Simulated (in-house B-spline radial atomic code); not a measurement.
## Ionising Bi⁷⁺ with different functionals

Computed with a B-spline radial code for spherical atoms: four-component Dirac-Coulomb Hamiltonian, Fermi nucleus of rms radius 5.5211 fm, spin-restricted, spherical fractional occupations for the functionals. The ionisation energy is the difference of two self-consistent energies, [Xe] 4f14 5d8 → [Xe] 4f14 5d7, without Breit or QED terms; ε is the level of the shell that loses the electron (mean over j). The electron is taken from both j subshells in proportion to 2j + 1, so the result is a j average, not the step between ground levels.

Hybrids are left out here: with spherical fractional occupations of an open shell their exact exchange keeps a self-interaction that integer-occupation calculations don't have.

```json
{"method": "LDA VWN5", "rung": "LDA", "ΔSCF (eV)": "126.14", "-ε(5d) (eV)": "116.72"}
{"method": "relativistic LDA", "rung": "LDA", "ΔSCF (eV)": "126.13", "-ε(5d) (eV)": "116.71"}
{"method": "LDA PW92", "rung": "LDA", "ΔSCF (eV)": "?", "-ε(5d) (eV)": "?"}
{"method": "LDA exchange-only", "rung": "LDA", "ΔSCF (eV)": "124.21", "-ε(5d) (eV)": "114.80"}
{"method": "PBE", "rung": "GGA", "ΔSCF (eV)": "125.87", "-ε(5d) (eV)": "116.45"}
{"method": "PBEsol", "rung": "GGA", "ΔSCF (eV)": "125.89", "-ε(5d) (eV)": "116.47"}
{"method": "BLYP", "rung": "GGA", "ΔSCF (eV)": "125.63", "-ε(5d) (eV)": "116.22"}
{"method": "RPBE", "rung": "GGA", "ΔSCF (eV)": "125.82", "-ε(5d) (eV)": "116.39"}
{"method": "PW91", "rung": "GGA", "ΔSCF (eV)": "?", "-ε(5d) (eV)": "?"}
{"method": "BP86", "rung": "GGA", "ΔSCF (eV)": "125.95", "-ε(5d) (eV)": "116.53"}
{"method": "AM05", "rung": "GGA", "ΔSCF (eV)": "125.92", "-ε(5d) (eV)": "116.50"}
{"method": "OLYP", "rung": "GGA", "ΔSCF (eV)": "126.34", "-ε(5d) (eV)": "116.89"}
```

What does PW91 give?

ΔSCF 125.96 eV, and -ε(5d) = 116.54 eV.

What does LDA PW92 give?

ΔSCF 126.13 eV, and -ε(5d) = 116.71 eV.

How do they compare with the NIST value?

NIST lists 122 eV ± 2.1 (tabulated theory, ground level to ground level). Errors run from +2.21 to +4.34 eV. The correlated functionals all miss on the same side by more than they spread, so the cause is common to them (Breit-QED terms, spin polarisation, the choice among j levels, multiplet and fine-structure energies, or a listed next ion that isn't the cheapest removal here) and closeness doesn't rank the functionals.
